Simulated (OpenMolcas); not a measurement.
## What dynamic correlation does to the levels of Kr II

| Item | Value |
| --- | --- |
| Program | OpenMolcas 26.06 |
| Basis | ANO-RCC-VQZP [7s6p4d2f1g] |
| Scalar Hamiltonian | DKH2, point nucleus |
| Active space | 7 electrons in 9 orbitals (RAS2 4s 4p; RAS3 4d, at most 2 electrons) |
| State averaging | 2S+1 = 2 odd, 3 roots; 2S+1 = 2 even, 1 root |
| Spin-orbit coupling | RASSI with atomic mean-field integrals over the reference wave functions, term energies averaged over their components |

Methods on the same reference wave functions:
A. RASSCF
B. SS-RASPT2, IPEA 0.25 Eh, imaginary shift 0.1 Eh (closed shells correlated: 3d)

Energies in eV above 4s² 4p⁵ ²P°_3/2, the measured ground level; measured values from NIST Handbook of Basic Atomic Spectroscopic Data.

```json
{"Level": "4s² 4p⁵ ²P°_3/2", "A": "0.0000", "B": "0.0000", "Measured": "0.0000"}
{"Level": "4s² 4p⁵ ²P°_1/2", "A": "0.6022", "B": "0.602", "Measured": "0.6658"}
{"Level": "4s 4p⁶ ²S_1/2", "A": "13.9004", "B": "13.867", "Measured": "13.5143"}
```

Deviations, from unrounded energies. A percentage is the sum of absolute deviations over the sum of measured energies, with the sign that they share, or ± where signs differ.

```
                  Against measurement  Levels     A     B
       mean absolute deviation (cm-1)       2  1800  1700
fine structure of the ground term (%)       1  -9.5  -9.5
             other configurations (%)       1  +2.9  +2.6
```

B lies closest to measurement on these levels. The largest miss of B in the table is 4s 4p⁶ ²S_1/2, by +2800 cm-1. The ranking rests on the paired levels alone, and a cruder setting can come out closer through cancelling errors.

The lowest spin-free term lies below A's lowest term by 0.189 hartree in B.

Configurations are named by rounded mean occupations; where the s occupation lies near a half they are strongly mixed, a name can repeat and a true partner stay unpaired. Some terms take much of their weight from 4d, a shell meant for correlation, so their names are nominal. Some terms mix strongly with configurations of 4d, whose occupation reaches 0.35 (4s 4p⁶ ²S). Without dynamic correlation excited terms often stand tens of per cent too high (terms of higher spin than the ground term too low), and those without a measured partner can miss by more than the paired ones (holds for A). Computed and measured levels are paired by configuration, term and J; levels that our copy of the source lacks, or whose pairing is in doubt (as where it misses far off the trend of its configuration), stay unpaired and out of the deviations. Only configurations of the active space appear.

° marks odd parity.
